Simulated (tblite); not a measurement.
Species: C4H14F2Si3.
Structure used (GFN2-xTB), in Å, numbered top down from 1:
```xyz
23
C4H14F2Si3 angstrom
F     -2.6659   -0.5208   -1.9837
C     -1.6923    0.2095   -1.3714
F     -0.5744   -0.0050   -2.1184
C     -1.5114   -0.2040    0.0660
Si    -3.2329   -0.4381    0.8721
C     -0.6712    0.8253    0.8222
Si     1.1294    1.0470    0.2114
C      1.9412   -0.6538    0.0106
Si     3.8260   -0.6125   -0.2030
H     -1.9608    1.2703   -1.4850
H     -0.9824   -1.1622    0.0573
H     -3.9237   -1.5758    0.2770
H     -3.9891    0.7996    0.6765
H     -2.9897   -0.6585    2.2983
H     -1.1846    1.7886    0.7991
H     -0.6393    0.5259    1.8713
H      1.8019    1.8314    1.2569
H      1.1565    1.8123   -1.0369
H      1.7004   -1.2753    0.8748
H      1.5061   -1.1505   -0.8564
H      4.3262   -1.9785   -0.3951
H      4.1826    0.2038   -1.3627
H      4.4425   -0.0517    1.0022
```

Method: GFN2-xTB as coded in tblite; computed harmonic values from a numerical Hessian at the method's own geometry, unscaled. Against measured fundamentals such values can be off by several per cent, at times by over 20. Modes of hydrogen on silicon can be 10 to 20 % off. One conformer, not necessarily the lowest.

Harmonic wavenumbers (cm⁻¹): 28.7, 36.9, 58.4, 73.6, 101.1, 105.7, 128.1, 147.8, 170.8, 180.0, 279.7, 307.5, 369.5, 415.2, 462.2, 495.5, 513.3, 537.7, 541.6, 560.5, 581.1, 669.1, 703.0, 715.6, 746.2, 764.4, 768.5, 771.8, 782.6, 785.1, 792.1, 797.8, 803.3, 816.1, 836.8, 986.1, 1002.9, 1026.1, 1065.9, 1117.6, 1138.0, 1146.8, 1194.8, 1256.2, 1273.4, 1300.9, 1336.7, 1447.0, 1486.3, 2210.5, 2230.4, 2248.3, 2258.8, 2273.7, 2274.8, 2277.1, 2325.6, 2899.0, 2942.1, 2960.3, 2963.8, 2977.6, 2986.3.

A = 1652, B = 426.2, C = 383.0 MHz; mass 184.037 u (most abundant isotopes); point group C1, symmetry number 1.

**Question.** Zero-point energy?

**Answer.** Half the sum of the wavenumbers: 34727 cm⁻¹ = 99.29 kcal/mol.

**Question.** Give the ideal-gas entropy at 350 K and 1 bar in the rigid-rotor, harmonic-oscillator model (classical rotation).

**Answer.** Translation 42.36, rotation 31.93, vibration 58.35: S = 132.6 cal/(mol K).

**Question.** And Cp and H(350 K) − H(0)?

**Answer.** Cp = 62.01 cal/(mol K), of which vibrations give 54.06 (their classical limit is 63 R = 125.2); H(350 K) − H(0) = 12.81 kcal/mol without the zero-point energy, 10.03 from vibrations.

**Question.** Which modes carry the vibrational entropy at 350 K?

**Answer.** 28.7 cm⁻¹: 6.24; 36.9 cm⁻¹: 5.74; 58.4 cm⁻¹: 4.83; 73.6 cm⁻¹: 4.37; 101.1 cm⁻¹: 3.75; 105.7 cm⁻¹: 3.66 cal/(mol K); the other 57 give 29.78 together.

**Question.** How do the functions run with temperature in this model?

**Answer.** 
```
 T (K)  S (cal/(mol K))  Cp (cal/(mol K))  H − H(0) (kcal/mol)  G − H(0) (kcal/mol)  ln q(vib)
   150             93.9              32.9                 3.24               -10.84       6.36
   250            114.2              48.1                 7.29               -21.26      10.75
298.15            123.3              55.1                 9.77               -26.98      12.79
   400            141.3              67.9                16.06               -40.46      16.99
   600            172.5              85.7                31.56               -71.94      24.79
   900            210.7             102.1                59.97              -129.63      35.32
```

q(vib) and H(0) count from the zero-point level.

**Question.** What must be added to the electronic energy to get the Gibbs energy at 350 K and 1 bar?

**Answer.** ZPE + [H(350 K) − H(0)] − T·S = 99.29 + 12.81 − 46.43 = 65.67 kcal/mol.

Hindered rotation and anharmonicity are outside this model. Other conformers, if any are populated, would add a mixing term that is left out. The structure is chiral; the term R ln 2 for an equal mix with its mirror image is left out.
